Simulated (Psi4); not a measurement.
A dimer, BF3 ··· CH3Br (SMILES FB(F)F and CBr); the first 4 atoms form monomer A.

```
9

F      1.1873    -0.5539     0.1183
B      0.0000    -0.0001    -0.0003
F     -1.0770    -0.7544    -0.0364
F     -0.1104     1.3083    -0.0816
C      1.9364     2.1268     7.1176
Br     0.3299     1.0239     7.3028
H      1.6801     2.9797     6.4992
H      2.7011     1.5176     6.6490
H      2.2372     2.4387     8.1115
```

Problem. What interaction energy does SAPT0/jun-cc-pVDZ, frozen core (Psi4) give, and which attractive term is the largest?

Solution. Total -0.09 kcal/mol: electrostatics -0.08, exchange 0.00, induction 0.00, dispersion -0.01. The most attractive term is electrostatics.
